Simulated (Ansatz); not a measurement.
Several settings on one geometry of Y₂O₂ (that of the charge 0 singlet, PBE0-D4/def2-TZVP). Ansatz on 4 threads of Intel Xeon on a shared host; times are rough.

Cartesian coordinates in Å:
```
Y -0.083 -0.705 1.814
Y -0.107 0.068 -1.944
O -0.612 0.520 0.111
O 0.802 0.117 0.019
```

Totals from different functionals, basis sets or treatments of relativity can't be compared as stabilities.

In the def2 sets Y takes a core potential; there is no spin–orbit coupling. B3LYP takes the VWN-RPA correlation. Correlated methods freeze 2 core orbitals; core or outer-core shells of Y are correlated, in sets that lack core-valence functions.

The spins typed aren't always the lowest for that charge.

(1) Give the basis size and estimate the energy, ⟨S²⟩ and time of these runs.

| run | method | charge | state | further keys |
| --- | --- | --- | --- | --- |
| 1 | UKS revPBE0/def2-TZVPD | 1 | doublet | pseudopotentials: {relativity: none}; scf: {lower_state_search: off}; forces asked |
| 2 | UKS B3LYP/def2-TZVPD | 1 | doublet | scf: {omitted_lower_state_checks: [starts]}; forces asked |
| 3 | RKS r2SCAN, rpa/def2-mTZVP | 0 | singlet | – |

Results:

(1) 
| run | functions | energy (Eh) | ⟨S²⟩ | wall time |
| --- | --- | --- | --- | --- |
| 1 | 160 | -226.8339 | 1.01 | 4.3 s |
| 2 | 160 | -226.9183 | 1.15 | 10 s |
| 3 | 114 | -226.6661 | – | 9 s |

At UKS revPBE0/def2-TZVPD, UKS B3LYP/def2-TZVPD the charge 1 doublet is spin-contaminated (final ⟨S²⟩ up to 1.15, 0.75 for a pure state). At RKS r2SCAN, rpa/def2-mTZVP the restricted singlet (for correlated methods, its reference) is unstable: a solution with broken spin symmetry lies lower.
